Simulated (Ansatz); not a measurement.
Z-matrix (Å, degrees):
```
C
F 1 1.394
N 1 1.433 2 111.6
N 1 1.409 2 112.0 3 -133.8
Si 1 1.847 2 121.9 3 69.5
H 3 1.009 1 119.5 2 -115.5
H 4 1.016 1 110.6 2 58.9
H 4 1.011 1 111.1 2 -61.1
H 5 1.478 1 124.5 2 -3.9
H 5 1.481 1 118.9 2 154.3
```

Total charge 0; spin multiplicity 1.

(1) List the ωB97M-V/def2-TZVPP orbital energies in eV (Ansatz). (Estimate.)

Results:

(1) Ansatz gave: Occupied: -1807.41, -676.75, -394.62, -394.40, -284.67, -148.48, -102.62, -102.59, -102.56, -35.77, -28.87, -26.93, -20.18, -18.34, -17.09, -16.79, -15.99, -14.44, -14.01, -12.83, -12.13, -10.91, -10.11, -9.49. Lowest empty: 1.25, 2.46, 2.85, 3.18, 3.55, 4.21, 4.72, 5.60.
